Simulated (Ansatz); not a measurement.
Relaxation of ClH₂O₂Zn (6 atoms, charge 0, multiplicity 2), to a largest force component of 0.03 eV/Å in at most 50 steps.

The calculation used Ansatz, UKS PBE-D4/def2-SVP.

```xyz
6
Properties=species:S:1:pos:R:3
Zn 0.007 0.183 -0.378
Cl -0.004 0.148 3.054
O -0.051 -0.109 -2.184
H 0.317 -0.999 -2.363
O 0.055 -0.108 4.695
H -0.585 -0.834 4.846
```

Problem. Where does it end, and by what steps?

Solution. The run converged. After 32 steps the energy has fallen by 3.075 eV; O5 moved furthest, 2.28 Å. Parted: Cl2–O5 (1.66 → 3.00 Å). Joined: Zn1–Cl2 (3.43 → 2.20 Å), Zn1–O5 (5.08 → 1.86 Å).

| step | energy less start (eV) | largest force component (eV/Å) | accepted |
| --- | --- | --- | --- |
| 0 | 0.0000 | 2.389 | yes |
| 2 | -0.3755 | 2.618 | yes |
| 4 | -0.9143 | 2.880 | yes |
| 6 | -1.5532 | 1.258 | yes |
| 8 | -1.7903 | 0.257 | yes |
| 10 | -1.8005 | 1.511 | no |
| 12 | -1.8282 | 0.219 | yes |
| 14 | -1.8697 | 0.901 | yes |
| 16 | -1.9841 | 0.462 | yes |
| 18 | -2.2597 | 0.583 | yes |
| 20 | -2.8874 | 0.555 | yes |
| 22 | -2.9614 | 0.216 | yes |
| 24 | -2.9896 | 1.050 | yes |
| 26 | -3.0326 | 0.406 | yes |
| 28 | -3.0715 | 0.075 | yes |
| 30 | -3.0742 | 0.047 | yes |
| 32 | -3.0747 | 0.015 | yes |

```xyz
6
Properties=species:S:1:pos:R:3
Zn -0.168 -0.205 1.110
Cl -0.323 1.745 2.125
O -0.205 -0.774 -0.626
H 0.644 -0.653 -1.096
O 0.009 -1.187 2.685
H -0.217 -0.646 3.472
```

Whether the end is a true minimum wasn't checked by a vibrational analysis.

Time of the run: 50 s on 4 threads of Arm Neoverse V1, on a shared host, peak memory 0.19 GiB.
